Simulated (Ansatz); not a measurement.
Two isomers of C3H10SSi: A = `C[SiH2]C(C)S`, B = `CC[SiH2]SC`.

Program: Ansatz. Geometries: PBE0-D4/def2-TZVP. ΔE: electronic, gas phase. CCSD(T)/CBS adds triple-zeta CCSD(T) − MP2 to the extrapolated MP2 energy (def2 sets, frozen cores). DFT in def2-TZVPP. B3LYP here is the variant with VWN-RPA as its local correlation; programs differ in this. Each species was taken in one conformer, which may not be the lowest.

A:

```xyz
15

C    -1.6741    0.6651   -0.8371
Si   -0.1368    1.1781    0.0886
C     1.0400   -0.2752    0.3476
C     0.3838   -1.4497    1.0617
S     1.6424   -0.8779   -1.2667
H    -1.4086    0.1932   -1.7853
H    -2.2681   -0.0427   -0.2544
H    -2.3009    1.5346   -1.0476
H     0.5994    2.2348   -0.6619
H    -0.5021    1.7339    1.4257
H     1.9052    0.0568    0.9286
H     0.0270   -1.1425    2.0480
H     1.0872   -2.2751    1.2013
H    -0.4700   -1.8332    0.4973
H     2.0756    0.2998   -1.7457
```

B:

```xyz
15

C     0.242    0.856   -1.860
C     1.077    0.367   -0.682
Si    0.379    0.837    0.993
S    -1.602    0.111    1.298
C    -1.278   -1.676    1.253
H     0.677    0.551   -2.815
H     0.166    1.947   -1.866
H    -0.776    0.462   -1.813
H     2.095    0.771   -0.730
H     1.190   -0.723   -0.714
H     0.258    2.314    1.120
H     1.272    0.310    2.064
H    -0.529   -1.956    1.994
H    -2.215   -2.174    1.496
H    -0.957   -1.997    0.262
```

(1) Which is lower in electronic energy at CCSD(T)/CBS, and by how much? (Estimate.)

(2) Give E(B) − E(A) in kcal/mol with PBE-D4, MP2/def2-TZVPP, B3LYP-D4, ωB97M-V, B2PLYP, B3LYP, CCSD(T)/def2-TZVPP. (Estimate.)

Largest T1 diagnostic: 0.010.

Answers

(1) Ansatz gave: B, by 12.5 kcal/mol.

(2) The calculation gave: PBE-D4 -13.2, MP2/def2-TZVPP -12.3, B3LYP-D4 -13.1, ωB97M-V -12.4, B2PLYP -13.2, B3LYP -13.8, CCSD(T)/def2-TZVPP -12.0. None reverses the order clearly.

The D4 term adds +0.7 kcal/mol with B3LYP and +0.4 kcal/mol with PBE0; it sums over pairs of atoms, weighted by their polarisabilities, and B3LYP, whose exchange is more repulsive, gets the larger term. In def2-TZVPP, CCSD(T) changes the Hartree–Fock value by +2.6 kcal/mol (the triples alone add +0.2 kcal/mol) and MP2 by +2.3 kcal/mol.
